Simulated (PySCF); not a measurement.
CH2Cl, SMILES [CH2]Cl, multiplicity 2.

Geometry optimised at r2SCAN-D4/def2-TZVP. The isomer is the one that the SMILES or the coordinates give; other isomers of the formula were not compared.

Level of theory: TDA-ωB97X/def2-TZVPD run with PySCF.

Vertical excitations. Isolated molecule, no solvent.

```tsv
state	energy (eV)	λ (nm)	f	main pairs
root 1	5.07	245	0.000	β HOMO→LUMO 97 %
root 2	5.09	243	0.002	α HOMO→LUMO 61 %, α HOMO→LUMO+4 14 %, α HOMO→LUMO+5 11 %, α HOMO→LUMO+1 10 %
root 3	6.04	205	0.003	α HOMO→LUMO+1 41 %, α HOMO→LUMO 29 %, α HOMO→LUMO+4 24 %
root 4	6.43	193	0.074	β HOMO−1→LUMO 90 %
root 5	6.93	179	0.000	α HOMO→LUMO+2 88 %
root 6	7.28	170	0.010	α HOMO→LUMO+3 93 %
root 7	7.52	165	0.000	α HOMO−1→LUMO 26 %, α HOMO−1→LUMO+1 14 %, α HOMO−1→LUMO+5 13 %, α HOMO−1→LUMO+4 12 %, β HOMO→LUMO+2 14 %, β HOMO→LUMO+8 8 %
root 8	7.63	162	0.011	α HOMO→LUMO+7 39 %, α HOMO→LUMO+1 26 %, α HOMO→LUMO+5 7 %, β HOMO−2→LUMO 13 %
root 9	7.86	158	0.014	α HOMO→LUMO+5 35 %, β HOMO−2→LUMO 52 %
root 10	7.92	157	0.004	α HOMO→LUMO+5 35 %, α HOMO→LUMO+4 32 %, α HOMO→LUMO+1 8 %, β HOMO−2→LUMO 17 %
```
Unrestricted roots are not spin-pure.
